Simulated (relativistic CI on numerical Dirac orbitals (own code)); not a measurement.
# Electric-dipole transitions in Gd³⁴⁺

Method of calculation: Dirac-Coulomb-Breit CI, KLI orbitals optimised for each configuration, model QED (radiative potential, 1s self-energy scaled to tabulated hydrogen-like ionisation energies), unscaled Slater integrals (own radial code, finite nucleus).

Configurations in the expansion (outside the closed core [Ar]): 3d¹⁰4s², 3d¹⁰4s4p, 3d¹⁰4p², 3d¹⁰4s4d, 3d¹⁰4d², 3d¹⁰4s4f, 3d¹⁰4p4d, 3d¹⁰4f², 3d¹⁰4p4f, 3d¹⁰4d4f, 3d¹⁰4s5s, 3d¹⁰4s5p, 3d¹⁰4s5d, 3d¹⁰4s5f, 3d¹⁰4s5g, 3d¹⁰4s6s, 3d¹⁰4s6p, 3d¹⁰4s6d, 3d¹⁰4s6f, 3d¹⁰4s7s, 3d⁹4s²4p, 3d⁹4s²4d, 3d⁹4s²4f, 3d⁹4s²5s, 3d⁹4s²5p, 3d⁹4s²5d. Double excitations out of closed p, d and f shells are left out; levels of such configurations are missing from the list, as are those of other unlisted configurations, and high levels can miss mixing partners. These lack a partner that the ground configuration has and come out too high: 3d⁹4s²4p, 3d⁹4s²4d, 3d⁹4s²4f, 3d⁹4s²5s, 3d⁹4s²5p.

| λ vac (Å) | Lower | Upper | A (s⁻¹) | gf | Branching (%) |
| --- | --- | --- | --- | --- | --- |
| 8.6342 | 3d¹⁰4s² ¹S0 [1] | 3d⁹4s²4f ¹P°1 [168] | 1.93e+14 | 6.48e+00 | 99.0 |
| 8.8912 | 3d¹⁰4s² ¹S0 [1] | 3d⁹4s²4f ³D°1 [160] | 3.09e+13 | 1.10e+00 | 98.5 |
| 20.183 | 3d¹⁰4s4p ³P°2 [4] | 3d¹⁰4s5d ³D3 [80] | 2.01e+12 | 8.57e-01 | 83.5 |
| 22.692 | 3d¹⁰4s4d ³D1 [10] | 3d¹⁰4s5f ³F°2 [95] | 3.19e+12 | 1.23e+00 | 82.0 |
| 22.840 | 3d¹⁰4s4d ³D2 [11] | 3d¹⁰4s5f ³F°3 [96] | 2.23e+12 | 1.22e+00 | 57.6 |
| 23.043 | 3d¹⁰4s4d ³D3 [12] | 3d¹⁰4s5f ³F°4 [97] | 3.86e+12 | 2.77e+00 | 98.2 |
| 23.607 | 3d¹⁰4s4d ¹D2 [14] | 3d¹⁰4s5f ¹F°3 [98] | 2.75e+12 | 1.61e+00 | 71.1 |
| 28.558 | 3d¹⁰4s4f ³F°2 [26] | 3d¹⁰4s5g ³G3 [99] | 7.13e+12 | 6.10e+00 | 89.9 |
| 28.622 | 3d¹⁰4s4f ³F°3 [27] | 3d¹⁰4s5g ³G4 [100] | 7.07e+12 | 7.81e+00 | 89.1 |
| 28.718 | 3d¹⁰4s4f ³F°4 [29] | 3d¹⁰4s5g ³G5 [101] | 7.33e+12 | 9.96e+00 | 92.4 |
| 29.426 | 3d¹⁰4s4f ¹F°3 [30] | 3d¹⁰4s5g ¹G4 [102] | 5.03e+12 | 5.87e+00 | 63.3 |
| 72.739 | 3d¹⁰4s4p ³P°0 [2] | 3d¹⁰4s4d ³D1 [10] | 2.65e+11 | 6.31e-01 | 61.8 |
| 73.312 | 3d¹⁰4s4p ³P°1 [3] | 3d¹⁰4s4d ³D2 [11] | 2.07e+11 | 8.34e-01 | 59.4 |
| 73.934 | 3d¹⁰4p² ³P0 [6] | 3d¹⁰4p4d ³D°1 [16] | 5.18e+11 | 1.27e+00 | 87.2 |
| 75.383 | 3d¹⁰4p² ¹D2 [8] | 3d¹⁰4p4d ¹F°3 [20] | 3.70e+11 | 2.21e+00 | 82.3 |
| 75.633 | 3d¹⁰4p² ³P1 [7] | 3d¹⁰4p4d ³D°2 [19] | 2.07e+11 | 8.89e-01 | 40.5 |
| 75.723 | 3d¹⁰4p4d ³F°3 [17] | 3d¹⁰4d² ¹G4 [38] | 2.59e+11 | 2.00e+00 | 70.5 |
| 75.895 | 3d¹⁰4s4p ³P°1 [3] | 3d¹⁰4p² ³P2 [9] | 1.96e+11 | 8.44e-01 | 69.4 |
| 77.749 | 3d¹⁰4p4f ³G3 [31] | 3d¹⁰4d4f ³H°4 [53] | 3.30e+11 | 2.69e+00 | 87.9 |
| 77.857 | 3d¹⁰4p4d ³D°1 [16] | 3d¹⁰4d² ³F2 [35] | 4.80e+11 | 2.18e+00 | 57.1 |
| 85.809 | 3d¹⁰4p4d ³F°2 [15] | 3d¹⁰4p4f ³G3 [31] | 2.18e+11 | 1.69e+00 | 83.7 |
| 87.068 | 3d¹⁰4p4d ¹F°3 [20] | 3d¹⁰4p4f ³F4 [45] | 2.12e+11 | 2.17e+00 | 38.9 |
| 87.107 | 3d¹⁰4d² ³F2 [35] | 3d¹⁰4d4f ³G°3 [60] | 3.48e+11 | 2.77e+00 | 47.4 |
| 87.858 | 3d¹⁰4s4d ³D1 [10] | 3d¹⁰4s4f ³F°2 [26] | 2.47e+11 | 1.43e+00 | 86.3 |
| 88.750 | 3d¹⁰4p4d ³D°2 [19] | 3d¹⁰4p4f ¹F3 [42] | 2.35e+11 | 1.94e+00 | 54.2 |
| 89.495 | 3d¹⁰4s4d ³D2 [11] | 3d¹⁰4s4f ³F°3 [27] | 2.21e+11 | 1.86e+00 | 73.8 |
| 91.678 | 3d¹⁰4p² ³P2 [9] | 3d¹⁰4p4d ³D°3 [25] | 2.58e+11 | 2.28e+00 | 69.3 |
| 92.176 | 3d¹⁰4s4d ³D3 [12] | 3d¹⁰4s4f ³F°4 [29] | 3.08e+11 | 3.53e+00 | 100.0 |
| 92.494 | 3d¹⁰4s4p ³P°2 [4] | 3d¹⁰4s4d ³D3 [12] | 2.38e+11 | 2.14e+00 | 100.0 |
| 92.507 | 3d¹⁰4s4d ¹D2 [14] | 3d¹⁰4s4f ¹F°3 [30] | 4.85e+11 | 4.35e+00 | 85.6 |
| 93.545 | 3d¹⁰4s4p ¹P°1 [5] | 3d¹⁰4s4d ¹D2 [14] | 4.26e+11 | 2.79e+00 | 88.2 |
| 94.504 | 3d¹⁰4p4d ³F°4 [21] | 3d¹⁰4d² ³F4 [40] | 1.84e+11 | 2.21e+00 | 68.5 |
| 95.137 | 3d¹⁰4p4d ³D°3 [25] | 3d¹⁰4p4f ³F4 [45] | 1.70e+11 | 2.07e+00 | 31.2 |
| 95.361 | 3d¹⁰4p² ³P1 [7] | 3d¹⁰4p4d ³P°2 [18] | 1.79e+11 | 1.22e+00 | 70.4 |
| 96.033 | 3d¹⁰4p4f ³F4 [45] | 3d¹⁰4d4f ³G°5 [67] | 3.77e+11 | 5.73e+00 | 67.5 |
| 96.620 | 3d¹⁰4s4p ³P°2 [4] | 3d¹⁰4s4d ³D2 [11] | 1.41e+11 | 9.86e-01 | 40.4 |
| 96.873 | 3d¹⁰4p² ¹D2 [8] | 3d¹⁰4p4d ³F°3 [17] | 1.02e+11 | 1.01e+00 | 77.1 |
| 97.616 | 3d¹⁰4d4f ³G°5 [67] | 3d¹⁰4f² ³H6 [85] | 2.89e+11 | 5.37e+00 | 76.5 |
| 98.072 | 3d¹⁰4s4d ³D2 [11] | 3d¹⁰4p4d ³P°2 [24] | 1.86e+11 | 1.34e+00 | 48.2 |
| 98.668 | 3d¹⁰4s² ¹S0 [1] | 3d¹⁰4s4p ¹P°1 [5] | 2.49e+11 | 1.09e+00 | 100.0 |
| 99.011 | 3d¹⁰4p4f ¹G4 [51] | 3d¹⁰4d4f ¹H°5 [72] | 4.76e+11 | 7.69e+00 | 80.8 |
| 101.00 | 3d¹⁰4d4f ¹H°5 [72] | 3d¹⁰4f² ¹I6 [90] | 3.17e+11 | 6.31e+00 | 95.7 |
| 101.08 | 3d¹⁰4p4f ³G5 [44] | 3d¹⁰4d4f ³H°6 [59] | 1.91e+11 | 3.81e+00 | 99.9 |
| 102.45 | 3d¹⁰4s4f ¹F°3 [30] | 3d¹⁰4p4f ¹G4 [51] | 3.65e+11 | 5.16e+00 | 55.0 |
| 105.62 | 3d¹⁰4s4f ³F°4 [29] | 3d¹⁰4p4f ³G5 [44] | 2.04e+11 | 3.76e+00 | 63.9 |

Terms are leading LS components. Brackets give the number of a level in order of energy, since labels repeat. The list gives strong lines, with weight on those to low levels, without lines whose two gauges differ by over a factor of 2.5, among the lowest 168 of 202 levels, so that lines to higher ones, which can be the strongest, are missing. Levels whose partners in the same complex of configurations lie outside the list can be far off, and so can their lines. Rates are taken at the computed energies, electric ones in the length gauge.

At this charge energies of transitions that change n are usually good to better than 1 %, and those within a shell (Δn = 0) to a few per cent.

Task: From the table, what is the radiative lifetime of 3d¹⁰4s4d ³D2?

Result: The listed rates from this level add up to about 3.48e+11 s⁻¹, 100 % of its decay; with all channels τ = 2.87e-12 s.

LS names give the leading component of a level, which can be under half, so a name can repeat, a term be missing and a line seem to break the LS rules.
